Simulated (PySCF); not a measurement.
**C₆ coefficients of unlike pairs at PBE0**

Calculated with PySCF 2.14 from the dipole response of each species, C₆(A,B) = (3/π) ∫ α_A(iu) α_B(iu) du, in atomic units, from isotropic polarisabilities. For ions this is the dispersion term alone; charge-induced terms of lower order in 1/R come first.

| species | configuration | basis | relativity | α (bohr³) | C₆ (like pair) |
| --- | --- | --- | --- | --- | --- |
| N⁺ | [He] 2s2 2p2 (3P) | aug-cc-pVDZ-DK (4s3p2d) | spin-free X2C | 3.847 | 8.332 |
| Li | [He] 2s1 (2S) | dyall-av3z (15s9p3d) | none | 146.8 | 1185 |
| Pb⁺ | [Xe] 4f14 5d10 6s2 6p1 (2P) | aug-cc-pwCVTZ-DK3 (11s10p8d5f1g) | spin-free X2C | 27.48 | 236.9 |
| B | [He] 2s2 2p1 (2P) | aug-cc-pVTZ-DK (5s4p3d2f) | spin-free X2C | 22.49 | 109.9 |

Question: Estimate C₆ for Pb⁺ with N⁺.

Answer: The integral gives 43.37. The combination rule 2 C_A C_B / (C_A α_B/α_A + C_B α_A/α_B) gives 42.60 and the geometric mean 44.43.

No spin-orbit coupling is included.

The other pairs:

```
   pair     C₆
 Li, N⁺  57.34
  B, Li  290.3
Pb⁺, Li  375.4
 B, Pb⁺  156.8
  B, N⁺  27.33
```
